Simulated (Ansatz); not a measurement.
Abridged output of a molecular run in Ansatz:

```
Functional definition: HF
1584 factors; integrals over basis functions are off by at most 1.0e-3 eV
mean field evaluation 1: about -30015.8359 eV, gradient 2.8e1 eV
mean field evaluation 2: about -30016.0836 eV, gradient 2.9e1 eV
mean field evaluation 4: about -30018.8168 eV, gradient 4.1e0 eV
mean field evaluation 8: about -30018.9050 eV, gradient 2.7e-1 eV
mean field evaluation 16: about -30018.9055 eV, gradient 1.8e-6 eV
mean field -30018.90545367 eV, -1103.1744278774 hartree, gradient 1.8e-6 eV, S^2 0.000000; 0 other end points of the search recorded, 0 dependent functions left out
17 core orbitals not correlated: weight in the atoms' cores, before any rotation towards them, 1.000 or more for the frozen orbitals, at most 0.000 for the correlated occupied ones
reference -30018.90545367 eV, -1103.1744278774 hartree; 15, 15 occupied and 240, 240 virtual orbitals, 1584 factors
second order -21.02390276 eV of doubles, -0.00000000 eV of singles
cycle   1  -22.09030830 eV  change    -1.1e0 eV  update   1.1e-1
cycle   2  -22.70215461 eV  change   -6.1e-1 eV  update   3.6e-2
cycle   3  -22.83771949 eV  change   -1.4e-1 eV  update   2.0e-2
cycle   4  -22.82709415 eV  change    1.1e-2 eV  update   5.3e-3
cycle   5  -22.82258926 eV  change    4.5e-3 eV  update   2.1e-3
cycle   6  -22.82282199 eV  change   -2.3e-4 eV  update   7.5e-4
cycle   7  -22.82244254 eV  change    3.8e-4 eV  update   2.4e-4
cycle   8  -22.82244562 eV  change   -3.1e-6 eV  update   1.0e-4
cycle   9  -22.82250578 eV  change   -6.0e-5 eV  update   4.3e-5
cycle  10  -22.82249647 eV  change    9.3e-6 eV  update   1.5e-5
perturbative correction -0.87432594 eV, -0.0321308857 hartree
Total energy: -30042.60227608 eV, -1104.0452700386 hartree
```

Its atoms:

Z-matrix (Å, degrees):
```
Si
Si 1 2.343
B 1 2.026 2 109.1
H 1 1.489 2 109.3 3 120.8
H 1 1.490 2 109.0 3 -120.3
H 2 1.488 1 109.8 3 -60.5
H 2 1.487 1 109.9 3 59.0
H 2 1.488 1 110.8 3 179.3
S 3 1.796 1 120.0 2 106.2
F 3 1.330 1 120.3 2 -71.8
H 9 1.347 3 96.9 1 -176.9
```

Question: Which basis set was used?
A. cc-pV(D+d)Z
B. def2-TZVPP
C. def2-TZVPPD
D. def2-QZVPP

Answer: B. It gives 272 functions.

Question: Write the keys of the input that set method, charge and spin (a neutral closed shell needs none for the last two).

Answer: 
```yaml
correlation: {method: ccsd_t}
```
